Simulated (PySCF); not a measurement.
SMILES CC[CH2][AlH][CH2]CC (C6H15Al), GFN2-xTB optimised geometry.

```
22

Al     0.22     0.13     0.00
H     -0.42    -1.29     0.00
C      2.22     0.13     0.00
C      2.64    -1.36     0.01
C      4.15    -1.54     0.02
H      2.67     0.63     0.87
H      2.68     0.61    -0.87
H      2.20    -1.85     0.89
H      2.21    -1.86    -0.86
H      4.59    -1.09    -0.86
H      4.41    -2.60     0.03
H      4.59    -1.08     0.90
C     -1.10     1.63     0.00
C     -2.49     0.95     0.01
C     -3.63     1.96     0.02
H     -1.04     2.29    -0.87
H     -1.02     2.30     0.87
H     -2.58     0.31    -0.87
H     -2.57     0.31     0.89
H     -3.57     2.60     0.90
H     -4.59     1.46     0.03
H     -3.58     2.60    -0.86
```

Density from B3LYP/def2-SVP run with PySCF at that geometry.

Minimum of the electron density along straight lines between bonded atoms, close to the bond critical point (lines longer than 1.1 times the sum of covalent radii, or with two minima, are not listed):

```csv
bond,length / Å,ρ at the minimum / e bohr⁻³,∇²ρ there / e bohr⁻⁵,position (fraction from the first atom)
Al1–H2,1.557,0.083,0.29,0.50
Al1–C3,2.002,0.079,0.30,0.40
C3–C4,1.539,0.236,-0.52,0.50
C4–C5,1.525,0.246,-0.57,0.50
C3–H6,1.100,0.264,-0.89,0.62
C3–H7,1.100,0.264,-0.89,0.62
C4–H8,1.096,0.275,-0.98,0.62
C4–H9,1.096,0.275,-0.98,0.62
C5–H10,1.089,0.276,-1.01,0.62
C5–H11,1.088,0.276,-1.01,0.62
C5–H12,1.089,0.276,-1.01,0.62
Al1–C13,2.002,0.079,0.30,0.40
C13–C14,1.539,0.236,-0.52,0.50
C14–C15,1.525,0.246,-0.57,0.50
C13–H16,1.100,0.264,-0.90,0.62
C13–H17,1.100,0.264,-0.89,0.62
C14–H18,1.096,0.275,-0.98,0.62
C14–H19,1.096,0.275,-0.98,0.62
C15–H20,1.089,0.276,-1.01,0.62
C15–H21,1.088,0.276,-1.01,0.62
C15–H22,1.089,0.276,-1.01,0.62
```
